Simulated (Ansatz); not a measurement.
Ideal-gas functions of H$_{3}$OPSeSi (`OP1[SiH2][Se]1`) at 298.15 K and 1 bar, from an Ansatz frequency run at PBE0-D4/def2-TZVP.

Molar mass 157.04 g/mol, point group C1 (symmetry number 1), electronic degeneracy 1, moments of inertia 124.029, 228.378, 303.967 u Å². Harmonic wavenumbers (cm⁻¹, unscaled): 191, 214, 304, 338, 392, 503, 539, 562, 639, 802, 935, 1041, 2243, 2264, 3845.

Use S(trans) = R[1.5 ln M + 2.5 ln T − 1.1517]; rotational temperatures θ = 24.2544 K / I; S(rot) = R[ln(√π/σ · √(T³/θAθBθC)) + 1.5]; for each mode x = 1.438777 ν̃/T, S = R[x/(eˣ − 1) − ln(1 − e⁻ˣ)] and H = RT x/(eˣ − 1); 1 cm⁻¹ = 0.0119627 kJ/mol; R = 8.31446 J/(mol·K).

Task: By hand: the entropy, in J/(mol·K).

Result: Translation 171.9. Rotation: θ = 0.1956, 0.1062, 0.0798 K, giving 114.9. Vibration, mode by mode: 9.28, 8.41, 5.84, 5.11, 4.15, 2.72, 2.37, 2.18, 1.62, 0.86, 0.51, 0.33, 0.00, 0.00, 0.00, in all 43.4. Electronic 0.0. Sum 330.2 J/(mol·K).

Task: By hand: H − E and G − E in kJ/mol, counted from the electronic energy.

Result: Zero-point energy ½ × 14812 × 0.0119627 = 88.6; thermal vibration 8.2; translation, rotation and pV give 4 RT = 9.9. H − E = 106.7 kJ/mol, and G − E = 106.7 − 298.15 × 330.2/1000 = 8.3 kJ/mol.

Vibration gives 13 % of the entropy. The sum counts one conformer and one mirror image; others add a mixing term.
